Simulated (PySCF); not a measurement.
**How methods differ on the excitation energy of Zn**

Zn [Ar] 3d10 4s2 (1S) → Zn [Ar] 3d10 4s1 5s1 (3S), as a difference of total energies. Calculation: PySCF 2.14, in aug-cc-pVDZ-DK (7s6p4d2f, 59 functions); scalar relativity by spin-free X2C-1e. Correlated levels: valence: [Ar] frozen. The calculations carry no spin-orbit coupling.

**Question.** Order these methods by the excitation energy they give, lowest first.
A. SCS-MP2 (valence)
B. r2SCAN
C. PBE0
D. HSE06

**Answer.** C (51904 cm⁻¹), D (52331 cm⁻¹), A (52589 cm⁻¹), B (53968 cm⁻¹).

Errors of the correlated levels include the incompleteness of this basis and the frozen core.

For comparison: 53672 cm⁻¹ (measured; NIST levels).
